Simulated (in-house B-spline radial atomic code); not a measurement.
A calculation on Si²⁺ (an excited or competing configuration): its settings, and results tabulated from the run. Level of theory: Dirac-Hartree-Fock, average of configuration, Fermi nucleus of rms radius 3.1224 fm; calculated with a B-spline radial code for spherical atoms.

Command:
```bash
python run_scf.py task.json out
```
Settings (nuclear radius in fm, mass in u):
```
Z                14
configuration    [He] 2s1 2p6 3s2 4p1
hamiltonian      dirac
method           hf
spin_polarised   False
nucleus          fermi
rms_radius       3.1224
atomic_mass      27.97693
speed_of_light   137.035999084
```

Output (hartree, bohr):
```
 radial grid: 74 intervals, B-splines of order 8, outer radius 38.5185 bohr

 iter        energy (Eh)    residual
    1       -280.6169613    2.83e-01
    2       -282.1595078    8.67e-02
    3       -282.2303483    3.35e-02
    4       -282.2416191    1.32e-02
    5       -282.2438266    2.72e-03
    6       -282.2439362    3.68e-04
    7       -282.2439386    3.70e-05
    8       -282.2439387    1.43e-06
    9       -282.2439387    7.20e-08

 total energy                     -282.243939
 kinetic                            283.45288
 electron-nucleus                  -658.27697
 electron-electron                   92.58016

 first-order corrections (not in the total)
   Gaunt                            0.05729
   retardation                     -0.00397
   frequency dependence            -0.00004
   self-energy                      0.03702
   Uehling                         -0.00229
   Wichmann-Kroll                   0.00000
   recoil                           0.00462

 orbital      occ     eigenvalue          <r>       <r^2>       <1/r>     <1/r^2>       r_max    small
 1s1/2      2.000      -71.10159     0.111112   0.0166258     13.6472     378.053     0.07266  2.46e-03
 2s1/2      1.000       -8.05678     0.554602    0.369109     2.65377      29.462      0.4473  3.69e-04
 2p1/2      2.000       -6.00306     0.512998    0.327829     2.54679     9.13896      0.3803  3.46e-04
 2p3/2      4.000       -5.97622       0.5149    0.330112      2.5343     9.00151      0.3818  3.44e-04
 3s1/2      2.000       -1.52482      1.77291     3.59271    0.782392      3.7979       1.566  6.91e-05
 4p1/2      0.333       -0.44351      4.86245     26.5882    0.276341    0.230642       4.623  1.54e-05
 4p3/2      0.667       -0.44298      4.86871     26.6556    0.275894    0.228308        4.63  1.54e-05
```

Time taken, with all properties: 0.53 s on 1 thread of Intel(R) Xeon(R) 6975P-C, on a shared host.

For the Dirac Hamiltonian the kinetic term is c α·p + (β - 1)c².
